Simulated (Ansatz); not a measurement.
Al(Me)2(SeH) (C₂H₇AlSe), SMILES [CH3][Al]([CH3])[SeH].

Coordinates come from a TPSSh-D3(BJ)/def2-SVP optimisation. The structure was generated by enumeration; whether it is a known compound was not checked. The values are those of a single conformer.

Two levels are set side by side: PBE/def2-SVPD (Ansatz, a quantum-chemistry and plane-wave program) and PBE0/def2-SVPD (Ansatz). Energy differences of separate SCF runs at the same geometry; the states with an electron removed or added have multiplicity 2 and 2. Differences are taken from unrounded values.

```
quantity                           PBE0   PBE  PBE minus PBE0
---------------------------------  ----  ----  --------------
vertical ionisation energy (eV)    9.25  9.00           -0.25
vertical singlet–triplet gap (eV)  4.98  4.68           -0.30
```
